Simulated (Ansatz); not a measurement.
A nudged elastic band was laid between two geometries of Cl3HSi + H (6 atoms, charge 0, multiplicity 2).

Theory: UKS B3LYP-D4/def2-SVP (Ansatz).

```json
{
  "movable images": "7",
  "climbing image": "yes",
  "spring": "5.0 eV/Å²",
  "optimiser": "quadratic models (default)",
  "start path": "through a guess of the saddle point",
  "force threshold": "0.05 eV/Å",
  "iteration limit": "60",
  "end points": "relaxed"
}
```

First end point:

```xyz
6
Properties=species:S:1:pos:R:3
Si 0.001 0.000 -0.163
H 0.000 0.000 1.312
Cl 1.938 0.000 -0.853
Cl -0.968 1.677 -0.853
Cl -0.968 -1.677 -0.853
H 0.000 0.000 3.661
```

Last end point:

```xyz
6
Properties=species:S:1:pos:R:3
Si 0.001 0.000 -0.445
H 0.001 0.000 2.685
Cl 1.953 0.000 -1.145
Cl -0.976 1.691 -1.145
Cl -0.976 -1.691 -1.145
H -0.001 0.000 3.447
```

What changes between the two ends?

Bonds broken: Si1–H2. Bonds formed: H2–H6. Cl3HSi + H becomes Cl3Si + H2.

Give the energies along the band, and the barrier.

The run converged. The highest image is number 2 of 0 to 8, 0.024 eV above the first end and 0.668 eV above the last; the last end lies 0.644 eV below the first. A vibrational analysis at the climbing image gives one clearly imaginary mode, 431i cm⁻¹: a first-order saddle point.

```json
{"image": "0", "path coordinate (Å)": "0.00", "energy (eV)": "0.000", "Si1–H2 (Å)": "1.48", "H2–H6 (Å)": "2.35"}
{"image": "1", "path coordinate (Å)": "0.39", "energy (eV)": "0.007", "Si1–H2 (Å)": "1.48", "H2–H6 (Å)": "1.92"}
{"image": "2", "path coordinate (Å)": "0.79", "energy (eV)": "0.024", "Si1–H2 (Å)": "1.52", "H2–H6 (Å)": "1.46"}
{"image": "3", "path coordinate (Å)": "1.09", "energy (eV)": "-0.126", "Si1–H2 (Å)": "1.74", "H2–H6 (Å)": "1.03"}
{"image": "4", "path coordinate (Å)": "1.39", "energy (eV)": "-0.463", "Si1–H2 (Å)": "2.10", "H2–H6 (Å)": "0.80"}
{"image": "5", "path coordinate (Å)": "1.69", "energy (eV)": "-0.564", "Si1–H2 (Å)": "2.36", "H2–H6 (Å)": "0.77"}
{"image": "6", "path coordinate (Å)": "2.00", "energy (eV)": "-0.615", "Si1–H2 (Å)": "2.61", "H2–H6 (Å)": "0.77"}
{"image": "7", "path coordinate (Å)": "2.30", "energy (eV)": "-0.638", "Si1–H2 (Å)": "2.87", "H2–H6 (Å)": "0.76"}
{"image": "8", "path coordinate (Å)": "2.60", "energy (eV)": "-0.644", "Si1–H2 (Å)": "3.13", "H2–H6 (Å)": "0.76"}
```

What is the geometry of the highest image?


```xyz
6
Properties=species:S:1:pos:R:3
Si 0.000 0.000 -0.032
H 0.000 0.000 1.485
Cl 1.941 0.000 -0.715
Cl -0.970 1.680 -0.715
Cl -0.970 -1.680 -0.715
H 0.000 0.000 2.945
```

What are the harmonic wavenumbers there?

431i, 124, 124, 171, 171, 242, 477, 599, 599, 859, 859, 1764 cm⁻¹.

The band took 7 iterations and about 5 core-minutes.

Time of the run: 2.4 min on 2 threads of Intel(R) Xeon(R) Platinum 8259CL CPU @ 2.50GHz (Skylake/Cascade Lake), with other jobs on the host, peak memory 0.28 GiB.
